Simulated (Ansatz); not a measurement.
CH6BrNOSi can be A, `N[SiH](Br)CO`, or B, `C[Si](N)(O)Br`.

Gas-phase electronic energies from Ansatz, PBE0-D4/def2-TZVP geometries. CCSD(T)/CBS adds triple-zeta CCSD(T) − MP2 to the extrapolated MP2 energy (def2 sets, frozen cores). DFT in def2-TZVPP. B3LYP here is the variant with VWN-RPA as its local correlation; programs differ in this. For Br outer-core shells are correlated without core-valence functions, which leaves a few kJ/mol of doubt a bond. Scalar relativity is left out up to krypton. One conformer a species, not always the lowest.

A:

```xyz
11

N     1.079    1.085    0.883
Si   -0.456    0.431    0.560
Br   -1.654    1.602   -0.961
C    -0.233   -1.244   -0.264
O     0.439   -1.096   -1.508
H     1.800    0.973    0.187
H     1.178    1.958    1.376
H    -1.272    0.446    1.795
H    -1.191   -1.768   -0.374
H     0.407   -1.870    0.365
H    -0.096   -0.516   -2.061
```

B:

```xyz
11

C    -0.8104    1.1056   -0.6148
Si    0.2952   -0.2681   -0.0610
N    -0.1518   -0.7880    1.4883
O     1.8833    0.1184    0.0233
Br    0.1641   -1.8768   -1.6477
H    -1.8558    0.7884   -0.6179
H    -0.5538    1.4204   -1.6278
H    -0.7063    1.9609    0.0570
H     0.4355   -1.4306    1.9948
H    -1.1218   -0.8966    1.7341
H     2.4216   -0.1336   -0.7283
```

Problem. Which isomer does CCSD(T)/CBS put lower? Give the gap. (Best estimate.)

Solution. Computed: B, by 225.9 kJ/mol.

Problem. Give E(B) − E(A) in kJ/mol with CCSD(T)/def2-TZVPP, MP2/def2-TZVPP, B3LYP, ωB97M-V, PBE0-D4, B3LYP-D4, CCSD/def2-TZVPP. (Estimate.)

Solution. Ansatz gave: CCSD(T)/def2-TZVPP -223.1, MP2/def2-TZVPP -232.2, B3LYP -217.8, ωB97M-V -223.1, PBE0-D4 -216.5, B3LYP-D4 -218.8, CCSD/def2-TZVPP -224.7. None reverses the order clearly.

Largest T1 diagnostic: 0.009.

From PBE to PBE0 (25 % exact exchange), in def2-TZVPP and without D4, E(B) − E(A) moves by −8.4 kJ/mol.
